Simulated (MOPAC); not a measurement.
MOPAC input (PM3):

```
PM3 1SCF UHF MS=0.5 GEO-OK AUX(PRECISION=9) THREADS=1
C2H5O2Si

C     2.25953500 1    0.30906900 1   -0.14720500 1
C     0.92849200 1   -0.14888900 1    0.15010900 1
O     0.67329800 1   -1.10123800 1    0.86705100 1
O    -0.04943000 1    0.57841100 1   -0.44346300 1
Si   -1.66396100 1    0.14862100 1   -0.17878200 1
H     3.09227500 1   -0.22001700 1    0.28936300 1
H     2.42243700 1    1.16023600 1   -0.79053400 1
H    -1.92809900 1   -1.21217900 1   -0.68302100 1
H    -2.00406900 1    0.26476000 1    1.25182600 1
H    -2.40619500 1    1.14803800 1   -0.97081700 1
```

From the output:

```
                                                       MOPAC v23.2.5 Linux

          FINAL HEAT OF FORMATION =        -75.91849 KCAL/MOL =    -317.64294 KJ/MOL

          COSMO AREA              =        129.59 SQUARE ANGSTROMS
          COSMO VOLUME            =        118.38 CUBIC ANGSTROMS

          IONIZATION POTENTIAL    =         10.356231 EV
          ALPHA SOMO LUMO (EV)    =        -10.356  0.611
          BETA  SOMO LUMO (EV)    =        -10.617 -0.592
          NO. OF ALPHA ELECTRONS  =         15
          NO. OF BETA  ELECTRONS  =         14
          MOLECULAR WEIGHT        =         89.1458         POINT GROUP:  Cs

          MOLECULAR DIMENSIONS (Angstroms)

            Atom       Atom       Distance
            H    10    H     6     5.80455
            H     7    H     9     3.47060
            H     7    H     8     2.28051

          SCF CALCULATIONS        =          1

   ATOM   CHEMICAL          X               Y               Z
  NUMBER   SYMBOL      (ANGSTROMS)     (ANGSTROMS)     (ANGSTROMS)

     1       C          2.25953500  *   0.30906900  *  -0.14720500  *
     2       C          0.92849200  *  -0.14888900  *   0.15010900  *
     3       O          0.67329800  *  -1.10123800  *   0.86705100  *
     4       O         -0.04943000  *   0.57841100  *  -0.44346300  *
     5      Si         -1.66396100  *   0.14862100  *  -0.17878200  *
     6       H          3.09227500  *  -0.22001700  *   0.28936300  *
     7       H          2.42243700  *   1.16023600  *  -0.79053400  *
     8       H         -1.92809900  *  -1.21217900  *  -0.68302100  *
     9       H         -2.00406900  *   0.26476000  *   1.25182600  *
    10       H         -2.40619500  *   1.14803800  *  -0.97081700  *

                             CARTESIAN COORDINATES

   1    C        2.259535000     0.309069000    -0.147205000
   2    C        0.928492000    -0.148889000     0.150109000
   3    O        0.673298000    -1.101238000     0.867051000
   4    O       -0.049430000     0.578411000    -0.443463000
   5   Si       -1.663961000     0.148621000    -0.178782000
   6    H        3.092275000    -0.220017000     0.289363000
   7    H        2.422437000     1.160236000    -0.790534000
   8    H       -1.928099000    -1.212179000    -0.683021000
   9    H       -2.004069000     0.264760000     1.251826000
  10    H       -2.406195000     1.148038000    -0.970817000

           Empirical Formula: C2 H5 O2 Si  =    10 atoms

      MOLECULAR POINT GROUP   :   Cs

          ALPHA EIGENVALUES
 -39.03231 -34.96225 -29.41804 -20.59408 -17.99114 -17.17073 -15.98155 -15.63980
 -14.34270 -12.76909 -12.76694 -11.25718 -11.16246 -10.81301 -10.35623   0.61116
   1.14489   1.57551   2.25028   2.47054   2.74708   3.86737   4.14485   5.56289
   7.35027

           BETA EIGENVALUES
 -38.96288 -34.95075 -28.32005 -20.42517 -17.90326 -16.98960 -15.72415 -15.53750
 -14.07784 -12.68283 -12.32241 -11.23284 -11.02149 -10.61694  -0.59221   0.65041
   1.21883   2.23795   2.25085   2.58898   3.28869   4.23333   4.47116   5.67694
   7.35472

              NET ATOMIC CHARGES AND DIPOLE CONTRIBUTIONS

  ATOM NO.   TYPE          CHARGE      No. of ELECS.   s-Pop       p-Pop
    1          C          -0.146168        4.1462     1.21637     2.92980
    2          C           0.395320        3.6047     1.15878     2.44590
    3          O          -0.379725        6.3797     1.86675     4.51297
    4          O          -0.423361        6.4234     1.79610     4.62726
    5         Si           0.710159        3.2898     0.90758     2.38226
    6          H           0.098393        0.9016     0.90161
    7          H           0.098953        0.9010     0.90105
    8          H          -0.118025        1.1180     1.11802
    9          H          -0.118025        1.1180     1.11802
   10          H          -0.117522        1.1175     1.11752
 DIPOLE           X         Y         Z       TOTAL
 POINT-CHG.    -0.427     1.176    -0.915     1.550
 HYBRID         0.461     0.137    -0.087     0.489
 SUM            0.034     1.313    -1.001     1.652

          ATOMIC ORBITAL ELECTRON POPULATIONS

     Atom    s        px        py        pz
    1  C   1.21637   0.95408   0.99349   0.98223
    2  C   1.15878   0.86050   0.80594   0.77947
    3  O   1.86675   1.85357   1.30080   1.35860
    4  O   1.79610   1.29850   1.62362   1.70514
    5 Si   0.90758   0.65278   0.85990   0.86958
    6  H   0.90161
    7  H   0.90105
    8  H   1.11802
    9  H   1.11802
   10  H   1.11752

                    (SZ)    =    0.500000
                    (S**2)  =    0.777078

          ATOMIC ORBITAL SPIN POPULATIONS

    Atom   Total    s     px     py     pz
         Atomic
    1  C  1.1271  0.067  0.069  0.385  0.607
    2  C -0.1357 -0.022 -0.030 -0.034 -0.050
    3  O  0.1602 -0.000 -0.003  0.062  0.102
    4  O -0.0011 -0.002  0.001  0.000 -0.000
    5 Si -0.0086 -0.001 -0.004 -0.001 -0.002
    6  H -0.0733 -0.073
    7  H -0.0732 -0.073
    8  H  0.0018  0.002
    9  H  0.0018  0.002
   10  H  0.0011  0.001

 **********************
 *                    *
 * JOB ENDED NORMALLY *
 *                    *
 **********************

 == MOPAC DONE ==
```

The geometry given is a B3LYP-D3(BJ)/def2-TZVP minimum.
